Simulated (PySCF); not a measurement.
Species: CH₆BN₃.
Bonds: C1–N2 (double), N2–B3, B3–N4, B3–N5. Hydrogens: H6, H7 on C1; H8, H9 on N4; H10, H11 on N5.

Torsions of this conformer, `[CH2:1]=[N:2][B:3]([NH2:4])[NH2:5]`: C1–N2–B3–N4 -90°, H–N4–B3–N2 -170°, H–N4–B3–N2 -4°, H–N5–B3–N2 5°, H–N5–B3–N2 170°.

The closed-shell ground state was solved at several levels (PySCF, density fitting, gas phase, non-relativistic). Geometry: PBE0-D3(BJ)/def2-SVP, one conformer, isolated molecule.

```tsv
level	basis functions	HOMO (eV)	LUMO (eV)	gap (eV)	dipole (D)
CAM-B3LYP/def2-SVPD	148	-8.19	0.86	9.05	1.43
PBE0/pcSseg-1	115	-6.61	-0.13	6.48	1.54
B3LYP/pcJ-1	195	-6.37	-0.37	6.00	1.53
```

(1) Estimate the row for mPW1PW91/pcSseg-2, a basis of 264 functions; the other rows only guide the guess.

(2) Over all these levels, which gives the widest orbital gap and which the narrowest?

(3) How far do the dipole and the HOMO energy spread over the levels?

Answers

(1) HOMO -6.78 eV, LUMO -0.34 eV, gap 6.44 eV, dipole 1.43 D.

(2) CAM-B3LYP/def2-SVPD (range-separated hybrid) has the widest, 9.05 eV, and B3LYP/pcJ-1 (global hybrid, 20 % exact exchange) the narrowest, 6.00 eV. Functional and basis both differ between the two, so the spread mixes both effects.

(3) The dipole runs from 1.43 to 1.54 D (mean 1.48 D) and the HOMO from -8.19 to -6.37 eV.
